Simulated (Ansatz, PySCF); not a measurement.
System: GeF₃, charge -1, multiplicity 1. 
Structure (B3LYP-D3(BJ)/def2-TZVP (Ansatz, an electronic-structure program) minimum search):
```xyz
4

Ge     0.0030     0.0005     0.4365
F      1.3437    -0.8043    -0.5255
F      0.0189     1.5679    -0.5194
F     -1.3731    -0.7655    -0.5072
```
Charge -1, spin multiplicity 1.

Total electronic energies in hartree. Correlated levels leave the core frozen unless marked. No spin-orbit coupling. Frozen are the shells of the preceding noble gas and the d and f shells that filled before the atom's block. Non-relativistic. Basis-set limits of correlation are two-point, X^-3; Hartree-Fock from the larger set. [CCSD(T)-MP2]/basis is that difference in the basis named.

| level | program | energy (Eh) |
|---|---|---|
| HF/aug-cc-pVDZ | Ansatz | -2373.87356 |
| HF/cc-pVTZ | Ansatz | -2374.00827 |
| RI-HF/aug-cc-pVTZ | Ansatz | -2374.02149 |
| RI-HF/cc-pVTZ | Ansatz | -2374.00819 |
| PBE-D4/def2-TZVPD | Ansatz + dftd4 | -2376.29453 |
| B3LYP-D4/def2-TZVPD | Ansatz + dftd4 | -2376.93678 |
| PBE0/6-31G* | Ansatz | -2375.87211 |
| PBE0-D4/def2-TZVP | Ansatz + dftd4 | -2376.32240 |
| PBE0/def2-TZVPD | PySCF | -2376.33038 |
| M06-2X/def2-TZVPD | PySCF | -2376.78900 |
| HSE06/def2-TZVPD | Ansatz | -2376.31892 |
| CAM-B3LYP-D3(BJ)/def2-TZVPD | Ansatz + dftd3 | -2376.94752 |
| CAM-B3LYP/def2-TZVPD | Ansatz | -2376.94618 |
| LC-wPBE-D3(BJ)/def2-TZVPD | Ansatz + dftd3 | -2376.44470 |
| wB97X-V/def2-TZVPD | Ansatz | -2376.58674 |
| B2GP-PLYP-D3(BJ)/def2-TZVPD | Ansatz + dftd3 | -2376.13002 |
| B2PLYP/def2-TZVPD | Ansatz | -2376.32374 |
| PBE-QIDH/def2-TZVPD | Ansatz | -2375.91978 |
| RPA@PBE/cc-pVQZ | Ansatz | -2375.43625 |
| MP2/STO-3G | Ansatz | -2345.81176 |
| MP2/cc-pVDZ | Ansatz | -2374.47300 |
| RI-MP2/cc-pVTZ | Ansatz | -2374.88870 |
| RI-MP2/CBS(aug-cc-pVTZ,aug-cc-pVQZ)+[CCSD(T)-MP2]/aug-cc-pVTZ | Ansatz | -2375.1067 |

Totals of different functionals don't rank their quality; only differences between species are comparable.
